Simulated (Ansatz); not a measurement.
Two isomers of C3H8FGaO: A = `CC(C)[O][GaH][F]`, B = `CC[O][Ga]([CH3])[F]`.

Isolated molecules relaxed with PBE0-D4/def2-TZVP in Ansatz; ΔE leaves out vibrations. CBS: MP2 limit from def2 TZ/QZ plus the TZ coupled-cluster correction, frozen cores. DFT in def2-TZVPP. B3LYP here is the variant with VWN-RPA as its local correlation; programs differ in this. For Ga outer-core shells are correlated without core-valence functions, which leaves a few kJ/mol of doubt a bond. Scalar relativity is left out up to krypton. One conformer a species, not always the lowest.

Task: Which isomer does CCSD(T)/CBS put lower? Give the gap. (Best estimate.)

Result: Computed: B, by 29.1 kJ/mol.

Task: Give E(B) − E(A) in kJ/mol with B2PLYP, CCSD(T)/def2-TZVPP, r2SCAN-D4, ωB97M-V, HF/def2-TZVPP, B3LYP-D4, PBE0-D4. (Best estimate.)

Result: The calculation gave: B2PLYP -30.4, CCSD(T)/def2-TZVPP -26.2, r2SCAN-D4 -25.7, ωB97M-V -24.3, HF/def2-TZVPP -27.7, B3LYP-D4 -26.8, PBE0-D4 -26.2. None reverses the order clearly.

Largest T1 diagnostic: 0.014.

The D4 term adds +6.2 kJ/mol with B3LYP and +3.3 kJ/mol with PBE0; it sums over pairs of atoms, weighted by their polarisabilities, and B3LYP, whose exchange is more repulsive, gets the larger term.
